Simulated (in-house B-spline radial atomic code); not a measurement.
A fraction x of an electron is removed from 4d in the palladium ion Pd⁴⁺, starting from [Kr] 4d6 and keeping the highest spin. Computed with a B-spline radial code for spherical atoms: scalar-relativistic (X2C) B97-1, spin-polarised, spherical fractional occupations, Fermi nucleus of rms radius 4.5318 fm.

Caution: exact exchange at fractional occupations of open shells leaves self-interaction of up to several eV.

```
   x  E(x) - E(0) (eV)  4d down level (eV)
   0            0.0000             -54.193
0.09            4.9373             -55.525
0.24           13.4337             -57.763
0.34           19.2850             -59.266
0.44           25.2871             -60.777
 0.5           28.9611             -61.687
0.62           36.4731             -63.516
0.63           37.1091             -63.668
0.86           52.1578             -67.194
0.99           61.0228             -69.191
   1           61.7155                   -
```

The exact functional would give a straight line between the two integer points. Deviations E(x) - E(0) - x[E(1) - E(0)], in eV: -0.617 at x = 0.09, -1.378 at x = 0.24, -1.698 at x = 0.34, -1.868 at x = 0.44, -1.897 at x = 0.5, -1.791 at x = 0.62, -1.772 at x = 0.63, -0.918 at x = 0.86, -0.076 at x = 0.99.

The curve lies below the straight line by up to 1.897 eV (at x = 0.5): convex, the delocalisation error, to which spherically averaged exact exchange adds.

Q: How well does Slater's transition state (minus the level at half occupation) give the ionisation energy?

A: It gives 61.687 eV against 61.715 eV from the two total energies; NIST lists 61.00 eV, ground level to ground level. The end point has an open shell averaged over its orbitals, so its exact exchange keeps a self-interaction and this is no true integer point.
